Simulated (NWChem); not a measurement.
Species: InSiH5; SMILES [SiH3][InH2]

```xyz
7

In    -0.0008     0.6451     0.0007
H      1.5068     1.5124    -0.0071
H     -1.4833     1.5537    -0.0066
Si    -0.0022    -1.9438     0.0009
H      0.5019    -2.4540    -1.3160
H     -1.3627    -2.5277     0.2217
H      0.9068    -2.4842     1.0626
```
Atoms are numbered in this order, from 1.

Program: NWChem. The geometry was optimised at PBE0/def2-SVP. def2 effective core potentials on In; no spin-orbit coupling.

For level PBE/def2-SVP (core potentials):

```
Item                         Result
---------------------------  ------
highest occupied level (eV)   -6.33
dipole (D)                     0.15
```

**Question.** How do the values read with level PBE/STO-3G (all-electron, non-relativistic) instead?

**Answer.** The highest occupied level (eV) comes out as -2.94 and the dipole (D) is 0.31.
